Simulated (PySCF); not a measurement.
## Silver: a sound run and one with changed settings

Sound run: Ag²⁺ [Kr] 4d9, Ag³⁺ [Kr] 4d8. Computed with PySCF 2.14 in aug-cc-pVDZ-PP with ECP28MDF (5s5p4d2f, 54 functions), with a scalar-relativistic core potential. The sound run starts from symmetry-adapted Hartree-Fock orbitals and uses a fine grid where one is needed.

Changed run: initial guess atom, at most 2 SCF cycles. This setting is unsound on purpose.

| species | method | sound run (hartree) | changed run (hartree) | converged |
| --- | --- | --- | --- | --- |
| Ag²⁺ | UHF | -145.09545 | -145.07511 | no |
| Ag²⁺ | TPSS | -145.78093 | -145.61507 | no |
| Ag²⁺ | PBE | -145.83104 | -145.64959 | no |
| Ag³⁺ | UHF | -143.88585 | -143.84970 | no |
| Ag³⁺ | TPSS | -144.51445 | -144.29755 | no |
| Ag³⁺ | PBE | -144.54893 | -144.31459 | no |

The SCF was stopped early; the energies are upper bounds that still move, and correlated levels were skipped or rest on poor orbitals.
